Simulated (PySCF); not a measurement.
CH7NSi2, SMILES C1N[SiH2][SiH2]1. Heavy atoms are numbered as in [CH2:1]1[NH:2][SiH2:3][SiH2:4]1. Hydrogens are named by the atom that carries them.

Geometry optimised at B3LYP-D3(BJ)/def2-SVP. The structure was generated by enumeration, and PubChem lists no compound with its InChIKey, so it may never have been made.

Level of theory: ωB97X/def2-TZVP in PySCF.

ESP charges are fitted to the potential on shells at 1.4 to 2.0 van der Waals radii. Atomic charges (e), one atom of each kind:

| atom | Mulliken | Löwdin | ESP fit |
|---|---|---|---|
| C1 (CH2) | -0.20 | -0.43 | -0.13 |
| N2 (NH) | … | -0.13 | -0.52 |
| Si3 (SiH2) | 0.26 | 0.12 | 0.30 |
| Si4 (SiH2) | … | 0.23 | 0.13 |
| H on C1 | … | 0.12 | 0.08 |
| H on N2 | … | 0.15 | 0.31 |
| H on Si3 | -0.05 | -0.05 | -0.08 |
| H on Si4 | -0.03 | -0.04 | -0.05 |

Question: Some entries are withheld; supply them. (Estimate from the structure and the level; the computed values follow.)

Answer: 
- N2 (NH), Mulliken: -0.46
- Si4 (SiH2), Mulliken: 0.14
- H on C1, Mulliken: 0.11
- H on N2, Mulliken: 0.21

Computed Mayer and Wiberg (Löwdin basis) orders of the bonds:
```json
[
 {"bond": "C1–N2", "Mayer": "0.95", "Wiberg": "1.35"},
 {"bond": "N2–Si3", "Mayer": "1.13", "Wiberg": "1.41"},
 {"bond": "C1–Si4", "Mayer": "0.92", "Wiberg": "1.09"},
 {"bond": "Si3–Si4", "Mayer": "0.96", "Wiberg": "1.05"}
]
```
